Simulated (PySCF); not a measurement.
Cl₂Ni (SMILES [Cl][Ni][Cl]), triplet, geometry from GFN2-xTB (such geometries of metal compounds can be far from the true shape). Base run: CAMB3LYP/def2-SV(P) run with PySCF.

The PySCF input:
```python
from pyscf import gto, scf, dft

mol = gto.M(
    atom='''
Ni    0.000000    0.000000    0.000000
Cl    0.000000    0.000000    1.934826
Cl   -0.000000   -0.000000   -1.934826
''',
    basis='def2-sv(p)',
    charge=0,
    spin=2,
    verbose=4,
)

mf = dft.UKS(mol)
mf.xc = 'camb3lyp'
mf.kernel()
```

Variants of this job, named by their change:

| change | E (Eh) | HOMO (eV) | <S^2> | core-seconds (rough) |
|---|---|---|---|---|
| base | -2428.39743 | -9.55 | 2.004 | 20 |
| functional = m062x | -2428.13778 | -9.93 | 2.005 | 6 |
| functional = b97m_v | -2427.73928 | -6.97 | 2.003 | 100 |
| functional = pbe0; dispersion = d3bj | -2427.73347 | -8.11 | 2.005 | 9 |
| functional = pbe0 | -2427.73104 | -8.11 | 2.005 | 10 |
| functional = b97-1 | -2428.08298 | -7.69 | 2.005 | 10 |
| functional = wb97x_v | -2427.89075 | -10.94 | 2.003 | 80 |
| functional = b3lyp5 | -2428.10789 | -7.71 | 2.004 | 10 |
| functional = x3lyp | -2428.16477 | -7.88 | 2.004 | 7 |
| functional = blyp; dispersion = d3bj | -2428.37660 | -5.82 | 2.003 | 6 |
| functional = blyp; dispersion = d3zero | -2428.37146 | -5.82 | 2.003 | 5 |
| functional = m06l | -2428.25195 | -6.55 | 2.005 | 10 |
| functional = revpbe | -2428.02232 | -6.00 | 2.003 | 5 |

Total energies compare only within one method and basis.

Open shells are given as the SCF converged; they aren't shown to be the lowest states, and a large step between rows can be another state.
